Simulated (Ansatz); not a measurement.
Process, species as SMILES: [SeH] (SeH) → H atom + Se atom
B3LYP-D3(BJ)/def2-TZVP geometries, fixed; electronic energies without zero-point terms.

Basis-set convergence of the atomisation energy at MP2 with Ansatz (a program for electronic structure). All functions are spherical. Cores are frozen (with 3d on Ga to Br). Open shells are unrestricted. No added dispersion term, no relativity. Functions are those of the species that has most. Reference: Hartree-Fock in aug-cc-pV5Z plus the correlation part extrapolated as X^-3 from aug-cc-pVQZ and aug-cc-pV5Z, 75.50 kcal/mol, itself unsure by roughly 0.15 kcal/mol (a third of the extrapolation step and of the last Hartree-Fock step). Deviations are taken from unrounded values.

```csv
basis,functions,atomisation energy (kcal/mol)
cc-pVDZ,32,67.95
aug-cc-pVDZ,45,69.65
pcseg-1,32,67.56
aug-pcseg-1,45,68.92
def2-SVP,37,68.48
def2-SVPD,49,69.92
def2-TZVP,54,70.51
def2-TZVPD,66,71.11
cc-pVTZ,57,72.50
aug-cc-pVTZ,82,73.30
pcseg-2,57,72.29
aug-pcseg-2,82,72.87
def2-TZVPP,62,72.80
def2-TZVPPD,74,73.12
cc-pVQZ,98,74.26
aug-cc-pVQZ,139,74.62
pcseg-3,101,74.10
aug-pcseg-3,142,74.22
def2-QZVPP,119,74.29
def2-QZVPPD,131,74.39
cc-pV5Z,159,74.83
aug-cc-pV5Z,220,75.05
```

What the diffuse functions change, pair by pair:
- cc-pVDZ to aug-cc-pVDZ: 13 more functions, deviation -7.55 to -5.85 kcal/mol
- pcseg-1 to aug-pcseg-1: 13 more functions, deviation -7.94 to -6.58 kcal/mol
- def2-SVP to def2-SVPD: 12 more functions, deviation -7.02 to -5.58 kcal/mol
- def2-TZVP to def2-TZVPD: 12 more functions, deviation -4.99 to -4.38 kcal/mol
- cc-pVTZ to aug-cc-pVTZ: 25 more functions, deviation -3.00 to -2.20 kcal/mol
- pcseg-2 to aug-pcseg-2: 25 more functions, deviation -3.21 to -2.63 kcal/mol
- def2-TZVPP to def2-TZVPPD: 12 more functions, deviation -2.70 to -2.37 kcal/mol
- cc-pVQZ to aug-cc-pVQZ: 41 more functions, deviation -1.23 to -0.88 kcal/mol
- pcseg-3 to aug-pcseg-3: 41 more functions, deviation -1.39 to -1.28 kcal/mol
- def2-QZVPP to def2-QZVPPD: 12 more functions, deviation -1.21 to -1.11 kcal/mol
- cc-pV5Z to aug-cc-pV5Z: 61 more functions, deviation -0.67 to -0.44 kcal/mol

Leaving out the reference's own pair, they bring the value nearer the reference by more than 0.15 kcal/mol in 8 of 10 pairs.
